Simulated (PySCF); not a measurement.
## Working with the constants of BAs

PBE0 constants of BAs, ³Π (triplet), unpaired electrons σ ↑, π ↑ (basis B cc-pVTZ, As cc-pVTZ-PP with ECP10; scalar-relativistic core potentials; PySCF 2.14; masses 11.0093 and 74.9216 u):

| Property | Result |
| --- | --- |
| ωe | 818.4 cm⁻¹ |
| ωexe | 4.89 cm⁻¹ |
| Be | 0.51622 cm⁻¹ |
| αe | 0.00393 cm⁻¹ |
| D (centrifugal) | 8.22e-07 cm⁻¹ |
| De to B + As | 3.07 eV |

Q: Give the vibrational terms G(v) and spacings up to v = 6.

A: G(v) = ωe(v+½) − ωexe(v+½)².

```json
{"v": "0", "G(v) (cm⁻¹)": "408", "G(v) − G(v−1)": "", "Bv (cm⁻¹)": "0.5143"}
{"v": "1", "G(v) (cm⁻¹)": "1217", "G(v) − G(v−1)": "809", "Bv (cm⁻¹)": "0.5103"}
{"v": "2", "G(v) (cm⁻¹)": "2015", "G(v) − G(v−1)": "799", "Bv (cm⁻¹)": "0.5064"}
{"v": "3", "G(v) (cm⁻¹)": "2804", "G(v) − G(v−1)": "789", "Bv (cm⁻¹)": "0.5025"}
{"v": "4", "G(v) (cm⁻¹)": "3584", "G(v) − G(v−1)": "779", "Bv (cm⁻¹)": "0.4985"}
{"v": "5", "G(v) (cm⁻¹)": "4353", "G(v) − G(v−1)": "770", "Bv (cm⁻¹)": "0.4946"}
{"v": "6", "G(v) (cm⁻¹)": "5113", "G(v) − G(v−1)": "760", "Bv (cm⁻¹)": "0.4907"}
```

Q: How well does the Morse estimate ωe²/(4ωexe) reproduce De, and what is D0?

A: It gives 4.25 eV, 138 % of the computed De. D0 = De − G(0) = 3.07 − 0.05 = 3.02 eV.

Spin–orbit coupling is left out. The state was picked by a PBE0 search and need not be the measured ground state.
